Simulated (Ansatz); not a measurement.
A nudged elastic band was laid between two geometries of BrH + ClGaH4N2 (10 atoms, charge 0, multiplicity 1).

Theory: Ansatz 0.2.0, RKS PBE-D4/def2-SVP.

```
movable images  : 9
climbing image  : yes
spring          : 5.0 eV/Å²
optimiser       : quadratic models (default)
start path      : through a guess of the saddle point
force threshold : 0.05 eV/Å
iteration limit : 60
end points      : relaxed
```

First end point:

```xyz
10
Properties=species:S:1:pos:R:3
Ga 0.009 -0.094 -0.182
Cl 0.016 -0.619 1.973
N 1.644 -0.203 -0.995
H 2.446 -0.038 -0.379
H 1.769 0.337 -1.857
N -1.647 -0.149 -0.949
H -2.440 0.011 -0.321
H -1.793 0.364 -1.823
Br 0.111 2.859 1.285
H 0.075 1.573 1.995
```

Last end point:

```xyz
10
Properties=species:S:1:pos:R:3
Ga 0.019 0.694 -0.509
Cl 0.041 -0.202 2.462
N 1.644 0.129 -1.134
H 1.761 -0.875 -1.304
H 2.460 0.484 -0.628
N -1.637 0.178 -1.092
H -1.792 -0.823 -1.247
H -2.428 0.565 -0.568
Br 0.066 2.793 0.572
H 0.057 1.097 2.195
```

Problem. Which bonds break or form, and what moves?

Solution. Bonds broken: Ga1–Cl2, Br9–H10. Bonds formed: Ga1–Br9, Cl2–H10. BrH + ClGaH4N2 becomes BrGaH4N2 + ClH.

Problem. What energy profile does the band end with?

Solution. The forces met the threshold. The highest image is number 4 of 0 to 10, 0.097 eV above the first end and 0.163 eV above the last; the last end lies 0.066 eV below the first. Beside the main top the profile has a ripple of under 15 meV (maxima at images 4, 7), which may be a very shallow well or noise. A vibrational analysis at the climbing image gives one clearly imaginary mode, 152i cm⁻¹: a first-order saddle point. The orbitals stay closed-shell, which can raise the energy where a bond breaks towards radicals; this wasn't checked here.

```csv
image,path coordinate (Å),energy (eV),Ga1–Cl2 (Å),Br9–H10 (Å),Ga1–Br9 (Å)
0,0.00,0.000,2.22,1.47,3.30
1,0.66,0.024,2.23,1.47,3.21
2,1.33,0.064,2.24,1.48,3.12
3,1.99,0.070,2.25,1.48,3.05
4,2.66,0.097,2.38,1.64,2.66
5,3.16,-0.015,2.68,2.09,2.44
6,3.67,-0.022,2.84,2.27,2.40
7,4.17,-0.017,2.90,2.28,2.39
8,4.67,-0.028,2.99,2.34,2.38
9,5.17,-0.054,3.05,2.35,2.37
10,5.68,-0.066,3.10,2.35,2.36
```

Problem. What is the geometry of the highest image?

Solution. 
```xyz
10
Properties=species:S:1:pos:R:3
Ga 0.013 0.280 -0.221
Cl -0.026 -0.286 2.093
N 1.620 0.214 -1.117
H 1.953 -0.743 -1.289
H 2.373 0.732 -0.650
N -1.613 -0.242 -0.886
H -2.388 -0.223 -0.215
H -1.907 0.230 -1.748
Br 0.115 2.696 0.898
H 0.052 1.383 1.881
```

Time of the run: 3.4 min on 4 threads of Intel(R) Xeon(R) Platinum 8259CL CPU @ 2.50GHz (Skylake/Cascade Lake), on a shared host, peak memory 0.27 GiB.
